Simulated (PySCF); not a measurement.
An unknown gives this computed stick spectrum. Theory: PySCF, TDDFT CAM-B3LYP/def2-SVPD, vertical, gas phase, core orbitals frozen in the response. Geometries: GFN2-xTB, one conformer each.

```csv
state,E (eV),f
S1,3.67,0.0008
S2,4.99,0.027
S3,5.18,0.438
S4,5.93,0.044
S5,6.19,0.0051
S6,6.56,0.049
S7,6.68,0.0070
S8,6.74,0.043
```

Orbital energies (eV): HOMO-3 -10.00, HOMO-2 -9.74, HOMO-1 -8.86, HOMO -8.43, LUMO -0.89, LUMO+1 0.99, LUMO+2 1.32.

Task: Which structure fits?
A. `c1nn(C=C)nc1`
B. `C[P@@H](=O)CC#N`
C. `CPCC#N`
D. `C#C/C=N/[SiH2]P`

Result: D. Its S1, at 3.67 eV, is the lowest among the candidates; the nearest of the others has S1 at 5.45 eV. S1 is HOMO-1→LUMO (93%). Löwdin shares by element: HOMO phosphorus 56%, silicon 9%, nitrogen 9%, hydrogen 5% or more (atoms not listed hold the other 21%); LUMO carbon 56%, nitrogen 26% (atoms not listed hold the other 18%). At the same level the other candidates give, for their lowest levels:
- `C=Cn1nccn1`: 5.45 eV (f 0.431); 5.98 eV (f 0.000); 6.92 eV (f 0.004); 6.92 eV (f 0.036); 7.11 eV (f 0.066); T1 3.61 eV; HOMO -8.37, LUMO -0.12 eV
- `CPCC#N`: 6.51 eV (f 0.079); 6.68 eV (f 0.078); 7.08 eV (f 0.106); 7.53 eV (f 0.029); 7.88 eV (f 0.004); T1 5.27 eV; HOMO -8.82, LUMO 0.91 eV
- `C[P@@H](=O)CC#N`: 7.50 eV (f 0.042); 7.53 eV (f 0.007); 7.65 eV (f 0.008); 7.72 eV (f 0.013); 7.87 eV (f 0.011); T1 6.35 eV; HOMO -9.81, LUMO 0.87 eV

The values belong to the conformer `[CH:1]#[C:2]/[CH:3]=[N:4]/[SiH2:5][PH2:6]`: C3–N4–Si5–P6 107°, H–P6–Si5–N4 -35°, H–P6–Si5–N4 57°.
Triplets come from the Tamm–Dancoff approximation.
